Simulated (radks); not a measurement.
The numbers below are computed, except where a source is named.
These are the eigenvalues of the occupied orbitals of an atom or ion with whole-number occupations (eV). Code: a radial shooting solver on a logarithmic mesh with Libxc functionals. Model: Dirac Kohn-Sham, PBEsol, spin-unpolarised, spherical densities, point nucleus.

| orbital | eigenvalue |
|---|---|
| 1s1/2 | -15155.63 |
| 2s1/2 | -2140.555 |
| 2p1/2 | -1954.881 |
| 2p3/2 | -1894.083 |
| 3s1/2 | -428.9085 |
| 3p1/2 | -362.1897 |
| 3p3/2 | -352.9436 |
| 3d3/2 | -235.8901 |
| 3d5/2 | -234.2931 |
| 4s1/2 | -142.5996 |

Which element is it, and in what charge state? The configuration may be excited. Open shells, if any, fill j = l - 1/2 first.

Answer. Z = 37, rubidium, charge +8: Rb8+ in [Ar] 3d10 4s1. The list shows which subshells hold electrons but not how many an open one holds; the 1s level, -556.96 hartree, gives Z - s = 33.4 by -(Z - s)^2/2, which with screening and relativity narrows Z to a few neighbours, and the depths of the outer levels then fix element, charge and occupations together.
